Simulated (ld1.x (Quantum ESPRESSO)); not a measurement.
## Transferability test, TM potential for Te

- Element: Te (Z = 52)
- Generator: ld1.x (Quantum ESPRESSO) 7.5
- Type: norm-conserving Troullier–Martins (Kleinman–Bylander form)
- Functional: revPBE
- Relativity: non-relativistic
- Frozen core: [Kr] 4d10
- Valence charge: 6
- Reference configuration: 5s2 5p4
- Partial waves: 5p (bound): rc 1.95 bohr; 5s (bound): rc 1.60 bohr
- Local potential: the s channel
- Core correction: Bessel-smoothed model core, default radius (core density twice the valence density)

Energies are relative to the spin-unpolarised reference configuration 5s2 5p4; without spin polarisation the order of configurations can differ from experiment. The frozen-core shift is the all-electron ΔE with the core orbitals held at their reference shape minus the fully relaxed ΔE.

(1) Give the all-electron excitation energy and the error of the potential for: 5s2 5p3; 5s2 5p2; 5s2 5p1; 5s2 5p3.5; 5s1 5p5; 5s0 5p6; 5s1 5p4.

Levels in the configuration 5s1 5p4:

| level | all-electron (eV) | pseudo (eV) |
| --- | --- | --- |
| 5s | -22.739 | -22.770 |
| 5p | -14.183 | -14.193 |

## Answers

(1)

```csv
valence configuration,charge,ΔE all-electron (eV),error AE − PS (meV),frozen-core shift (meV)
5s2 5p3,+1,9.733,-1.0,+3.6
5s2 5p2,+2,27.587,-10,+28
5s2 5p1,+3,54.302,-47,+109
5s2 5p3.5,+0.5,3.906,-0.2,+0.7
5s1 5p5,0,7.991,-8.3,+5.8
5s0 5p6,0,16.113,-35,+23
5s1 5p4,+1,18.235,-13,+18
```
